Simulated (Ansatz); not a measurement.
Cost and result for the atomization energy of `[F][SnH]([Cl])[GeH3]` (8 atoms, 7 bonds).

```xyz
8

F     1.462    1.866   -0.822
Sn   -0.062    0.704   -0.970
Cl    0.472   -0.697   -2.748
Ge   -0.129   -0.702    1.212
H    -1.319    1.721   -1.505
H    -0.365    0.238    2.399
H    -1.276   -1.712    1.096
H     1.217   -1.418    1.338
```

Total charge 0; spin multiplicity 1. Correlated methods include outer-core shells of Ge, Sn, which these sets cover unevenly. Scalar relativity is left out up to krypton. Sn takes the def2 core potential. All single points use the PBE0-D4/def2-TZVP geometry. Program: Ansatz. All runs use 4 threads of an Arm Neoverse V1 on a shared host. Times are those of one run each, without the atoms' runs, and a repeat can differ threefold. Electronic energies, without spin–orbit coupling; frozen cores. CCSD(T)/CBS adds CCSD(T) − MP2 in def2-TZVPP to the MP2 limit, and its time is that of the two runs behind it. T1 = 0.013. With those shells the extrapolation isn't a true limit. B3LYP takes the VWN-RPA correlation (the form of Gaussian; ORCA's B3LYP/G). HSE06 is the plane-wave form, built on full-range PBE exchange.

CCSD(T)/CBS is a level of theory with its own doubt, some kJ/mol a heavy atom from the limit and from the frozen cores, so smaller differences don't rank the functionals.

```json
{"level": "BLYP-D4/def2-TZVPP", "functions": "227", "atomization (kcal/mol)": "502.6", "difference from CCSD(T)/CBS": "-15.9", "per bond": "-2.3"}
{"level": "B2PLYP/def2-TZVPP", "functions": "227", "atomization (kcal/mol)": "500.1", "difference from CCSD(T)/CBS": "-18.4", "per bond": "-2.6"}
{"level": "LDA (SPW92)/def2-TZVPP", "functions": "227", "atomization (kcal/mol)": "584.9", "difference from CCSD(T)/CBS": "66.4", "per bond": "9.5"}
{"level": "BHLYP-D4/def2-TZVPP", "functions": "227", "atomization (kcal/mol)": "493.9", "difference from CCSD(T)/CBS": "-24.6", "per bond": "-3.5"}
{"level": "CCSD(T)/def2-SVP", "functions": "110", "atomization (kcal/mol)": "470.1", "difference from CCSD(T)/CBS": "-48.4", "per bond": "-6.9"}
{"level": "CCSD(T)/def2-TZVPP", "functions": "227", "atomization (kcal/mol)": "501.5", "difference from CCSD(T)/CBS": "-17.0", "per bond": "-2.4"}
{"level": "PBE0-D4/def2-TZVPP", "functions": "227", "atomization (kcal/mol)": "502.7", "difference from CCSD(T)/CBS": "-15.8", "per bond": "-2.3"}
{"level": "ωB97M-V/def2-TZVPP (with forces)", "functions": "227", "atomization (kcal/mol)": "508.3", "difference from CCSD(T)/CBS": "-10.2", "per bond": "-1.5"}
{"level": "B3LYP-D4/def2-TZVPP (with forces)", "functions": "227", "atomization (kcal/mol)": "504.8", "difference from CCSD(T)/CBS": "-13.7", "per bond": "-2.0"}
{"level": "CCSD(T)/CBS(def2)", "functions": "–", "atomization (kcal/mol)": "518.5", "difference from CCSD(T)/CBS": "0.0", "per bond": "0.0"}
{"level": "MP2/def2-QZVPP", "functions": "418", "atomization (kcal/mol)": "512.2", "difference from CCSD(T)/CBS": "-6.3", "per bond": "-0.9"}
{"level": "ωB97X-V/def2-TZVPP", "functions": "227", "atomization (kcal/mol)": "517.6", "difference from CCSD(T)/CBS": "-0.9", "per bond": "-0.1"}
{"level": "HSE06-D4/def2-TZVPP", "functions": "227", "atomization (kcal/mol)": "502.5", "difference from CCSD(T)/CBS": "-16.0", "per bond": "-2.3"}
```

Order the runs by time, with rough figures. (Estimate.)

The calculation gave: LDA (SPW92)/def2-TZVPP 1.2 s; BLYP-D4/def2-TZVPP 2.1 s; PBE0-D4/def2-TZVPP 3.7 s; BHLYP-D4/def2-TZVPP 3.9 s; HSE06-D4/def2-TZVPP 4.1 s; B3LYP-D4/def2-TZVPP (with forces) 5.5 s; B2PLYP/def2-TZVPP 6 s; CCSD(T)/def2-SVP 8.5 s; ωB97X-V/def2-TZVPP 9.5 s; ωB97M-V/def2-TZVPP (with forces) 14 s; MP2/def2-QZVPP 20 s; CCSD(T)/def2-TZVPP 3.7 min; CCSD(T)/CBS(def2) 4.1 min.

The D4 term adds +7.3 kcal/mol with B3LYP and +3.9 kcal/mol with PBE0; it sums over pairs of atoms, weighted by their polarisabilities, and B3LYP, whose exchange is more repulsive, gets the larger term. From PBE to PBE0 (25 % exact exchange), in def2-TZVPP and without D4, the atomization energy moves by −7.1 kcal/mol: exact exchange takes away binding that semilocal exchange gives to molecules. In def2-TZVPP, CCSD(T) changes the Hartree–Fock value by +138.3 kcal/mol (the triples alone add +8.4 kcal/mol) and MP2 by +138.6 kcal/mol; breaking electron pairs costs correlation energy, which Hartree–Fock lacks.

Spin–orbit coupling would lower the free Sn atoms strongly, and the atomization energy with them, by more than many differences here. For some Ge, Se and Sn compounds the MP2-based and the directly extrapolated limit differ by 10 to 25 kJ/mol.
